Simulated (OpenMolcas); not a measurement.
Predicting a hybrid from its neighbours: C2H5FSi

The species is C2H5FSi (9 atoms), meant as a singlet with charge 0. SMILES: `F/C=C/[SiH3]`. The shape is that of a PBE0-D4/def2-TZVP optimisation.

The vertical energy of the triplet above the singlet y, in eV, basis cc-pVDZ; a is the functional's share of exact exchange. Programs: OpenMolcas 26.06.

| functional | program | a | y (eV) |
| --- | --- | --- | --- |
| TPSS | OpenMolcas | 0 | 4.41 |
| revPBE | OpenMolcas | 0 | 4.47 |
| B3LYP | OpenMolcas | 0.2 | ? |
| PBE0 | OpenMolcas | 0.25 | 4.38 |
| BHLYP | OpenMolcas | 0.5 | 4.31 |

Fit y = c + s·a to the known rows and predict B3LYP.


1. Means of the 4 rows: a = 0.1875, y = 4.393.
2. Σ(Δa)² = 0.17188, Σ(Δa·Δy) = -0.044375, so the slope is -0.044375/0.17188 = -0.25817.
3. Intercept: 4.393 − (-0.25817) × 0.1875 = 4.441. The largest residual of the fit is 0.031.
4. B3LYP: 4.441 + (-0.25817) × 0.2 = 4.39 eV.

The run gave 4.48 eV, so the prediction is off by -0.09 eV, more than the largest residual. Exact exchange favours the state with more unpaired electrons. The rows mix families of semi-local functionals, which the line can't see.
